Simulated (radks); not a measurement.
Neutral holmium inside a hard spherical wall (all orbitals vanish at R), configuration held at [Xe] 4f11 6s2 and not refilled when levels cross. Method: scalar-relativistic Kohn-Sham, PBEsol, spin-polarised, spherical densities, point nucleus; open shells are filled with parallel spins first (spin-orbit coupling, left out, can overturn this in heavy ions); computed with a radial shooting solver on a logarithmic mesh with Libxc functionals. Eigenvalues in eV for spin up, with the zero of energy where the potential of the charges vanishes at infinity; a dash marks a level that is unbound or too diffuse for the functional's potential to be trusted. A positive occupied level is held by the wall or, in an anion where self-interaction has pushed it up, behind a barrier. The pressure on the wall is -dE/dV.

| R (bohr) | E (hartree) | kinetic (hartree) | e(5s) | e(5p) | e(4f) | e(6s) | e(5d, empty) | e(6p, empty) | pressure (GPa) |
|---|---|---|---|---|---|---|---|---|---|
| free | -12612.3084 | 13640.591 | -51.016 | -26.330 | -4.190 | -3.846 | -1.150 | -1.139 | 0 |
| 20 | -12612.3084 | 13640.591 | -51.016 | -26.330 | -4.190 | -3.846 | -1.149 | -1.138 | < 0.0001 |
| 15 | -12612.3084 | 13640.592 | -51.014 | -26.328 | -4.187 | -3.845 | -1.146 | -1.123 | 0.000156 |
| 12 | -12612.3081 | 13640.595 | -50.986 | -26.300 | -4.160 | -3.824 | -1.114 | -1.041 | 0.00511 |
| 8 | -12612.2929 | 13640.696 | -50.384 | -25.706 | -3.570 | -3.295 | -0.523 | 0.059 | 0.534 |
| 7 | -12612.2687 | 13640.822 | -49.811 | -25.146 | -3.005 | -2.678 | 0.055 | 1.151 | 1.78 |
| 4 | -12611.4886 | 13643.820 | -43.536 | -19.200 | 3.655 | 10.025 | 7.854 | 19.979 | 143 |
| 3.5 | -12610.7616 | 13646.576 | -40.119 | -15.868 | 7.628 | 19.691 | 12.708 | 32.809 | 399 |
| 3 | -12609.1128 | 13652.752 | -34.063 | -9.580 | 14.934 | 38.931 | 21.790 | 56.791 | 1300 |
| 2 | -12592.2684 | 13709.256 | 7.056 | 38.082 | 59.786 | 181.93 | 86.202 | 218.23 | 25400 |
| 1.5 | -12545.3512 | 13851.446 | 103.00 | 149.95 | 134.15 | 473.28 | 222.66 | 528.21 | 189000 |
